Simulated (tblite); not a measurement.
C5H4NOPS.
Geometry (GFN2-xTB, Å), atoms numbered from 1 in this order:
```xyz
13
C5H4NOPS angstrom
C      2.7269    0.0719    0.0141
O      1.7670   -0.9209    0.2876
C      0.4929   -0.5760    0.0370
P     -0.0665    0.9361   -0.5747
C     -1.7651    0.3815   -0.5316
C     -2.8016    1.2367   -0.9460
N     -3.6335    1.9491   -1.2863
C     -2.0129   -0.8824   -0.0891
S     -0.6639   -1.8240    0.3879
H      3.6927   -0.3564    0.2726
H      2.7074    0.3487   -1.0456
H      2.5394    0.9686    0.6147
H     -2.9871   -1.3323   -0.0196
```

Method: GFN2-xTB as coded in tblite; computed harmonic values from a numerical Hessian at the method's own geometry, unscaled. Errors from tens to a few hundred cm⁻¹ against measured bands are possible. One conformer, not necessarily the lowest.

Harmonic wavenumbers (cm⁻¹): 82.5, 115.0, 116.8, 178.2, 203.0, 226.3, 347.9, 369.8, 420.2, 424.7, 478.3, 496.2, 538.4, 632.6, 682.9, 736.9, 872.6, 963.2, 1044.3, 1105.3, 1118.0, 1147.5, 1169.8, 1268.7, 1400.0, 1446.1, 1460.4, 1478.4, 2362.4, 2924.9, 2941.6, 3040.2, 3123.2.

A = 2397, B = 857.0, C = 633.8 MHz; mass 156.975 u (most abundant isotopes); point group Cs, symmetry number 1.

What is the zero-point energy?

½Σν̃ = 17458 cm⁻¹ = 49.92 kcal/mol.

Entropy at 200 K, 1 bar (ideal gas, RRHO, classical rotation)?

Translation 39.10, rotation 28.70, vibration 15.18: S = 83.0 cal/(mol K).

And Cp and H(200 K) − H(0)?

Cp = 26.71 cal/(mol K), of which vibrations give 18.76 (their classical limit is 33 R = 65.6); H(200 K) − H(0) = 3.39 kcal/mol without the zero-point energy, 1.80 from vibrations.

What must be added to the electronic energy to get the Gibbs energy at 200 K and 1 bar?

ZPE + [H(200 K) − H(0)] − T·S = 49.92 + 3.39 − 16.60 = 36.71 kcal/mol.

Blend soft modes into free rotors: weight 1/[1 + (100 cm⁻¹/ν̃)⁴] for the oscillator and the rest for a rotor with moment μB/(μ + B), μ = h/(8π²ν), B = 10⁻⁴⁴ kg m². What vibrational entropy results?

14.91 cal/(mol K) in place of 15.18, which changes −T·S at 200 K by +0.05 kcal/mol.

Hindered rotation and anharmonicity are outside this model. Other conformers, if any are populated, would add a mixing term that is left out.
